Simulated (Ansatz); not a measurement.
Ansatz results at the PBE0-D4/def2-TZVP geometry: HOMO energy (B3LYP/def2-TZVPP) -8.02 eV; LUMO energy (PBE0/def2-TZVPP) 0.17 eV; size of the dipole moment (ωB97M-V/def2-TZVPP) 2.03 D.

Each molecule was computed in one conformer, which needn't be the lowest.

Question: Which molecule gave them?
A. `O[SiH2]N[SiH2]Cl`
B. `O[SiH2]/C=C/[SiH3]`
C. `O[SiH](O)C[SiH](Cl)Cl`
D. `CO[SiH2][SiH2]O`

Answer: A. The others give `O[SiH](O)C[SiH](Cl)Cl`: -8.38, 0.22, 1.54; `CO[SiH2][SiH2]O`: -7.48, -0.70, 1.84; `O[SiH2]/C=C/[SiH3]`: -7.79, -0.97, 1.23.

B3LYP here is the variant with VWN-RPA as its local correlation; programs differ in this.
